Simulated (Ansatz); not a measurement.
Reaction (hydrogenolysis of a B–C bond): `CBOC(C)=O` + H₂ → `BOC(C)=O` + CH₄

Computed with Ansatz on PBE0-D4/def2-TZVP structures; ΔE is electronic, products minus reactants. CBS: MP2 limit from def2 TZ/QZ plus the TZ coupled-cluster correction, frozen cores. This one scheme is used for every species. DFT in def2-TZVPP. HSE06 is defined as in plane-wave codes. Each species was taken in one conformer, which may not be the lowest.

(1) Is it downhill or uphill in electronic energy at CCSD(T)/CBS, and by how much? (An estimate is asked.)

(2) What do these levels give: revPBE-D4, r2SCAN0-D4, B2PLYP, BLYP, HSE06, LC-ωPBE, MP2/def2-SVP, SCS-MP2/def2-TZVPP, CCSD/def2-TZVPP, HF/CBS(def2), MP2/CBS(def2), CCSD/CBS(def2)? (Estimate.)

Largest T1 diagnostic among the species: 0.015.

Answers

(1) Computed: Downhill: ΔE = -13.5 kJ/mol.

(2) The calculation gave: revPBE-D4 -6.5, r2SCAN0-D4 -11.2, B2PLYP -18.4, BLYP -20.6, HSE06 -14.3, LC-ωPBE -15.0, MP2/def2-SVP -15.3, SCS-MP2/def2-TZVPP -18.0, CCSD/def2-TZVPP -18.5, HF/CBS(def2) -33.4, MP2/CBS(def2) -10.5, CCSD/CBS(def2) -16.7 kJ/mol.

In def2-TZVPP, CCSD(T) changes the Hartree–Fock value by +18.2 kJ/mol (the triples alone add +3.2 kJ/mol) and MP2 by +21.2 kJ/mol. At CCSD(T), def2-SVP lies −5.5 kJ/mol from the extrapolated value and def2-TZVPP −1.7 kJ/mol.
